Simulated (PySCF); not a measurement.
## Tl(SiH3)3 at several levels of theory

Computed with PySCF 2.14.0 (density fitting, no spin-orbit coupling) at the geometry relaxed with PBE:

```xyz
13
Tl(SiH3)3 (singlet)
Tl    0.0000    0.0000   -0.6345
Si    2.6457    0.0000   -0.6820
H     3.2321   -1.2205   -0.0195
H     3.0951    0.0000   -2.1235
H     3.2321    1.2204   -0.0195
Si   -1.3228    2.2912   -0.6820
H    -0.5591    3.4094   -0.0195
H    -1.5475    2.6804   -2.1235
H    -2.6730    2.1889   -0.0196
Si   -1.3229   -2.2912   -0.6820
H    -2.6731   -2.1888   -0.0196
H    -1.5476   -2.6804   -2.1235
H    -0.5591   -3.4093   -0.0196
```

```json
{"level": "PBE", "basis": "Tl def2-SVP with ECP60, Si def2-SVP, H def2-SVP", "state": "singlet", "HOMO (eV)": "-5.96", "gap (eV)": "2.92", "charge on Tl1 (e)": "0.16", "dipole about the centre of mass (D)": "0.12", "largest force component (eV/Å)": "0.04"}
{"level": "TPSSh", "basis": "the same", "state": "singlet", "HOMO (eV)": "-6.43", "gap (eV)": "3.73", "charge on Tl1 (e)": "0.23", "dipole about the centre of mass (D)": "0.16", "largest force component (eV/Å)": "0.27"}
{"level": "BP86", "basis": "the same", "state": "singlet", "HOMO (eV)": "-6.06", "gap (eV)": "2.94", "charge on Tl1 (e)": "0.17", "dipole about the centre of mass (D)": "0.13", "largest force component (eV/Å)": "0.01"}
{"level": "BLYP", "basis": "the same", "state": "singlet", "HOMO (eV)": "-5.74", "gap (eV)": "2.82", "charge on Tl1 (e)": "0.09", "dipole about the centre of mass (D)": "0.14", "largest force component (eV/Å)": "0.24"}
{"level": "PBE", "basis": "Tl def2-TZVP with ECP60, Si def2-TZVP, H def2-TZVP", "state": "singlet", "HOMO (eV)": "-5.98", "gap (eV)": "2.87", "charge on Tl1 (e)": "0.44", "dipole about the centre of mass (D)": "0.15", "largest force component (eV/Å)": "0.15"}
{"level": "PBE", "basis": "Tl x2c-SVPall, Si x2c-SVPall, H x2c-SVPall", "state": "singlet", "HOMO (eV)": "-5.99", "gap (eV)": "2.92", "charge on Tl1 (e)": "0.33", "dipole about the centre of mass (D)": "0.13", "largest force component (eV/Å)": "0.09"}
```

Charges are Mulliken's, which hang on the basis. The relaxation used the grid (50, 194), these runs (75, 302) or, all-electron (x2c bases, spin-free X2C Hamiltonian), (99, 590).

Problem. What does PBE0 with Tl def2-SVP with ECP60, Si def2-SVP, H def2-SVP give here?

Solution. state singlet, HOMO (eV) -6.90, gap (eV) 4.52, charge on Tl1 (e) 0.20, dipole about the centre of mass (D) 0.16, largest force component (eV/Å) 0.18. Time: 8.7 s on 2 threads of Arm Neoverse V1 (shared host), from an already converged density.

In the first row's basis the gap widens with exact exchange: 2.8 to 2.9 eV for BLYP, PBE, BP86 (none); 3.7 to 4.5 eV for TPSSh, PBE0 (a fixed share).
